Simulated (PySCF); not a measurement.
**F(3+) (fluorine, charge +3): UHF calculation**

Configuration: [He] 2s2 2p2, high-spin 3P determinant. Computed with PySCF 2.14 in aug-cc-pVQZ-DK, with the spin-free X2C one-electron Hamiltonian (Gaussian nucleus).

```json
{
  "Total energy": "-95.412033 hartree",
  "One-electron energy": "-118.2832 hartree",
  "Hartree (Coulomb) energy": "31.3515 hartree",
  "Exchange energy": "-8.4803 hartree",
  "⟨S²⟩": "2.0034",
  "⟨L²⟩": "2.006",
  "Sum of ⟨r⟩": "3.744 bohr",
  "Sum of ⟨r²⟩": "3.558 bohr²",
  "Traceless quadrupole moment −½Σ⟨3z² − r²⟩ along its main axis": "0.330 e·bohr²",
  "Langevin diamagnetic susceptibility": "-2.82 ×10⁻⁶ cm³/mol"
}
```

```csv
shell,electrons,mean orbital energy (hartree),"rms radius, mean of both spins (bohr)"
1s α,1,-29.34164,0.203
1s β,1,-29.20502,0.203
2s α,1,-3.98214,0.957
2s β,1,-3.53627,0.957
2p α,2,-3.23791,0.906
```

Spin-orbit constants ζ (cm⁻¹) from the X2C one-electron operator on these orbitals: bare nucleus, nucleus screened by l(l+1)(2l+1)/3 electrons, and screened by the Breit-Pauli mean field of the electrons.

```json
{"shell": "2p", "bare": "625.4", "screened nucleus": "486.4", "mean field": "434.1"}
```

To first order the Landé constant is A = 217.1 cm⁻¹, so the lowest level has J = 0 and lies 0.0538 eV below the centre of the term. This holds in LS coupling only.
